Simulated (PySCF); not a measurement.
What settings do to a single point of Pb2

The sound run of Pb2 (triplet) uses PySCF 2.14.0, UKS BP86, Pb def2-SVP with ECP60; non-relativistic Hamiltonian with scalar-relativistic core potentials where named; density fitting; no spin-orbit coupling, grid (50, 194), threshold 1e-8 Eh and 55 cycles, at the relaxed geometry:

```xyz
2

Pb    0.0000    0.0000    1.4720
Pb    0.0000    0.0000   -1.4720
```

There Pb1 has a Mulliken charge of 0.00 e and the dipole about the centre of mass is 0.00 D. Each run below changes one thing and starts from free metal ions and neutral atoms unless it says otherwise; with 55 cycles, smearing, a level shift and second-order steps follow where DIIS fails, and their cycles count. Energy shifts count from the sound run.

| change | outcome | cycles | energy shift (eV) | largest force component (eV/Å) | charge on Pb1 (e) | dipole about the centre of mass (D) |
| --- | --- | --- | --- | --- | --- | --- |
| cycle limit 3 | not converged | 3 | – | – | – | – |

Problem. One further run converged with energy shift (eV) 0.12, largest force component (eV/Å) 1.51, charge on Pb1 (e) 0.00, dipole about the centre of mass (D) 0.00. Which change was it?
A. grid (10, 14)
B. all coordinates × 0.94
C. start from a density of up to 30 smeared cycles (not counted)

Solution. B.

Problem. And the other changes listed?

Solution. 
```json
{"change": "start from a density of up to 30 smeared cycles (not counted)", "outcome": "converged", "cycles": "7", "energy shift (eV)": "0.0000", "largest force component (eV/Å)": "0.01", "charge on Pb1 (e)": "0.00", "dipole about the centre of mass (D)": "0.00"}
{"change": "grid (10, 14)", "outcome": "converged", "cycles": "7", "energy shift (eV)": "41.33", "largest force component (eV/Å)": "2.47", "charge on Pb1 (e)": "0.00", "dipole about the centre of mass (D)": "0.00"}
```

Unsound on purpose, so not properties of the compound: grid (10, 14).

Started from ions, an open shell can land on another state than the sound run's, and that then enters the shifts.

Forces carry noise of the integration grid, about 0.01 to 0.03 eV/Å.

Open shells may have lower solutions than the one found.
